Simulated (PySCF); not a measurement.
Species: C6H6S.
SMILES with atom numbers: `[CH3:1][C:2](=[S:3])[CH:4]=[C:5]1[CH:6]=[CH:7]1` (hydrogens: H8, H9, H10 on C1; H11 on C4; H12 on C6; H13 on C7)

Structure used (GFN2-xTB), in Å, numbered top down from 1:
```xyz
13
C6H6S angstrom
C      2.371    0.400   -0.059
C      0.896    0.610   -0.179
S      0.288    2.126   -0.375
C      0.071   -0.554   -0.125
C     -1.259   -0.501   -0.228
C     -2.572   -1.075   -0.266
C     -2.475    0.246   -0.393
H      2.738   -0.139   -0.934
H      2.601   -0.202    0.821
H      2.889    1.353    0.010
H      0.556   -1.512    0.008
H     -3.177   -1.949   -0.221
H     -2.932    1.197   -0.523
```

The closed-shell ground state was solved at several levels (PySCF, density fitting, gas phase, non-relativistic).

```json
{"level": "PBE0/pcSseg-1", "basis functions": "156", "total energy (Eh)": "-629.8508", "HOMO (eV)": "-5.63", "LUMO (eV)": "-1.52", "gap (eV)": "4.11", "dipole (D)": "4.73"}
{"level": "B3LYP/def2-SVPD", "basis functions": "195", "total energy (Eh)": "-630.0591", "HOMO (eV)": "-5.43", "LUMO (eV)": "-1.78", "gap (eV)": "3.65", "dipole (D)": "4.83"}
```

Problem. What might PBE0/def2-SVPD (195 basis functions) give for the same quantities?

Solution. Total energy -629.6226 Eh, HOMO -5.68 eV, LUMO -1.61 eV, gap 4.07 eV, dipole 4.86 D.

Problem. Over all these levels, which gives the widest orbital gap and which the narrowest?

Solution. PBE0/pcSseg-1 (global hybrid, 25 % exact exchange) has the widest, 4.11 eV, and B3LYP/def2-SVPD (global hybrid, 20 % exact exchange) the narrowest, 3.65 eV. Functional and basis both differ between the two, so the spread mixes both effects.

Problem. How far do the dipole and the HOMO energy spread over the levels?

Solution. The dipole runs from 4.73 to 4.86 D (mean 4.81 D) and the HOMO from -5.68 to -5.43 eV.

One conformer stands for the species.
